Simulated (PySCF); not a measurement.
Screening by computed properties: pick the candidate that meets the target.

Each SMILES stands for a single optimised conformer of the isolated species, non-relativistic unless stated; the electronic structure was computed with PySCF and density fitting.

Dipoles, sizes and rotational constants follow the conformer. The torsions of the flexible species, by atom-mapped SMILES:
- `[CH3:1][S:2][CH2:3][C@@H:4]1[CH2:5][C@@H:6]2[CH2:7][C:8]12`: C1–S2–C3–C4 -77°, S2–C3–C4–C5 -61°
- `[H]/[C:1]=[CH:2]\[CH:3]=[CH:4]/[CH2:5][CH2:6][S:7][CH3:8]`: C1–C2–C3–C4 178°, C3–C4–C5–C6 107°, C4–C5–C6–S7 177°, C5–C6–S7–C8 74°

Question: Wanted: smallest rotational constant below 0.92 GHz (GFN2-xTB) and isotropic g value above 2.003 (unrestricted B3LYP/pcH-1, mean-field spin–orbit), at GFN2-xTB geometries. Which candidate meets both?
A. `[CH2]c1ccccn1` [radical]
B. `[H]/[C]=C\C=C/CCSC` [radical]
C. `N#CC1=CCC[CH]1` [radical]
D. `CSC[C@@H]1C[C@@H]2C[C]12` [radical]
E. `[H]/N=C/C#C[C]1CC1` [radical]

Answer: D. Computed values:
```csv
species,smallest rotational constant,isotropic g value
[H]/[C]=C\C=C/CCSC [radical],0.605 GHz,2.00223
CSC[C@@H]1C[C@@H]2C[C]12 [radical],0.889 GHz,2.00306
[H]/N=C/C#C[C]1CC1 [radical],0.955 GHz,2.00327
N#CC1=CCC[CH]1 [radical],1.534 GHz,2.00262
[CH2]c1ccccn1 [radical],1.918 GHz,2.00288
```
